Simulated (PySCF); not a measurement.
BHO, SMILES [B]O (connectivity only; charge and spin as stated), neutral, multiplicity 1.

Geometry optimised at PBE0-D3(BJ)/def2-TZVPD. The geometry has at least one imaginary mode, so it is a saddle point at that level.

These are TDA-PBE/def2-TZVPD in PySCF 2.14.0 values and carry that method's errors.

Vertical excitations; the highest root listed may be one member of a degenerate set. Gas-phase values at a fixed geometry. State labels are in the subgroup C2v.

| state | symmetry | energy (eV) | λ (nm) | f | main pairs |
|---|---|---|---|---|---|
| S1 | A1 | 4.79 | 259 | 0.105 | HOMO→LUMO 97 % |
| S2 | B2 | 6.26 | 198 | 0.343 | HOMO→LUMO+2, HOMO→LUMO+5 (degenerate set) |
| S3 | B1 | 6.26 | 198 | 0.343 | HOMO→LUMO+1, HOMO→LUMO+4 (degenerate set) |
| S4 | A1 | 6.66 | 186 | 0.026 | HOMO→LUMO+3 97 % |
| S5 | B2 | 7.04 | 176 | 0.007 | HOMO→LUMO+5, HOMO→LUMO+2 (degenerate set) |
| S6 | B1 | 7.04 | 176 | 0.007 | HOMO→LUMO+4, HOMO→LUMO+1 (degenerate set) |
| S7 | A1 | 8.03 | 154 | 0.137 | HOMO→LUMO+6 97 % |
| S8 | A1 | 8.60 | 144 | 0.007 | HOMO→LUMO+7 94 % |
| S9 | A2 | 8.81 | 141 | 0.000 | HOMO→LUMO+9 (degenerate set) |
| S10 | A1 | 8.81 | 141 | 0.000 | HOMO→LUMO+8 (degenerate set) |
| T1 | B2 | 3.45 | 360 | 0 | HOMO→LUMO+2 (degenerate set) |
| T2 | B1 | 3.45 | 360 | 0 | HOMO→LUMO+1 (degenerate set) |
| T3 | A1 | 4.35 | 285 | 0 | HOMO→LUMO 100 % |
| T4 | A1 | 6.16 | 201 | 0 | HOMO→LUMO+3 100 % |
Triplets are in the Tamm–Dancoff approximation.
